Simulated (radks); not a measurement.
Results of a calculation; reference values are marked as such.
Question: The mean radii <r> (bohr) of the occupied orbitals of an atom or ion are listed with their occupations. Code: a radial shooting solver on a logarithmic mesh with Libxc functionals. Model: scalar-relativistic Kohn-Sham, B86b exchange with PBE correlation, spin-unpolarised, spherical densities, point nucleus.

orbital  occ.      <r>
1s          2  0.05213
2s          2   0.2352
2p          6   0.2064
3s          2   0.6990
3p          6   0.7258
3d          7   0.8050

Name the element and its charge.

Answer: Z = 29, copper, charge +4: Cu4+ in [Ar] 3d7. The 1s radius gives Z: for a bare nucleus <r> = (2 gamma + 1)/(2Z) with gamma = sqrt(1 - (Z/c)^2), 0.05094 bohr for Z = 29, and screening makes it slightly larger (0.05213 here). The occupations add up to 25, and the charge is Z minus that.
